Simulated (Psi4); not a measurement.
Two rigid molecules brought together: H2 ··· CHN (SMILES [H][H] and C#N), singlet. Monomers: optimised at B3LYP-D3(BJ) (def2-TZVP), held rigid. Orientation: lowest of the rigid-body minima from ten starts at GFN2-xTB. Only R, the distance of the centres of mass, is varied, so the lowest point isn't the relaxed dimer.

- PBE0/def2-TZVP, counterpoise-corrected (Psi4)
- CCSD(T)/aug-cc-pVDZ = DF-CCSD(T)/aug-cc-pVDZ, frozen core, counterpoise-corrected in Psi4

Interaction energies in kJ/mol:

```csv
R / Å,PBE0/def2-TZVP
2.64,14.39
2.80,6.94
3.04,1.36
3.21,-0.36
3.37,-1.10
3.57,-1.40
3.92,-1.26
4.20,-0.99
4.71,-0.58
5.41,-0.28
6.44,-0.12
7.70,-0.06
```

What does CCSD(T)/aug-cc-pVDZ give at the same points?

2.64: 18.61; 2.80: 9.30; 3.04: 2.20; 3.21: -0.04; 3.37: -1.04; 3.57: -1.49; 3.92: -1.40; 4.20: -1.13; 4.71: -0.69; 5.41: -0.36; 6.44: -0.16; 7.70: -0.07 (kJ/mol).
